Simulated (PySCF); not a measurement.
# Solvent effects on NMR parameters

Atoms are numbered as in `[F:1][CH2:2][C:3]([F:4])([F:5])[C:6]([F:7])([F:8])[F:9]`. Each H is labelled by its parent atom.

GIAO PBE0/pcSseg-1 in PySCF on one PBE0-D3(BJ)/def2-SVP conformer, non-relativistic, equivalent nuclei averaged. Solvents enter as an IEF-PCM continuum (chloroform with ε = 4.7, acetonitrile with ε = 35.7) around the gas-phase geometry. Shifts are referred to CFCl3, TMS computed in the same medium.

Gas phase, δ in ppm: F7/F8/F9 -95.9, F4/F5 -144.4, F1 -261.4, C6 124.3, C3 114.7, C2 80.9, H(C2) 4.63. Dipole moment 1.96 D.

Task: How does each δ change in the continuum?

Result: 
```json
{"atoms": "F7/F8/F9", "environment": "fluorine of a CF3 group", "Δδ, chloroform": "+1.6", "Δδ, acetonitrile": "+2.1"}
{"atoms": "F4/F5", "environment": "fluorine of a CF2 group", "Δδ, chloroform": "+1.0", "Δδ, acetonitrile": "+1.3"}
{"atoms": "F1", "environment": "fluorine on an sp3 carbon", "Δδ, chloroform": "-3.2", "Δδ, acetonitrile": "-4.2"}
{"atoms": "C6", "environment": "CF3 carbon", "Δδ, chloroform": "+0.9", "Δδ, acetonitrile": "+1.2"}
{"atoms": "C3", "environment": "fully substituted sp3 carbon bonded to 2 F", "Δδ, chloroform": "+1.3", "Δδ, acetonitrile": "+1.8"}
{"atoms": "C2", "environment": "sp3 CH2 bonded to F", "Δδ, chloroform": "+1.0", "Δδ, acetonitrile": "+1.4"}
{"atoms": "H(C2)", "environment": "hydrogen on an sp3 CH2 bonded to F", "Δδ, chloroform": "+0.27", "Δδ, acetonitrile": "+0.38"}
```

Changes are relative to the gas phase. The dipole moment becomes 2.30 D in chloroform, 2.42 D in acetonitrile.

Task: Which of the listed nuclei move most (in ppm), and what does the model miss?

Result: F1 (fluorine on an sp3 carbon, -4.2 ppm) in acetonitrile. A continuum only polarises the solute; specific hydrogen bonds, the anisotropy of aromatic solvents and changes of geometry or conformer are outside it.
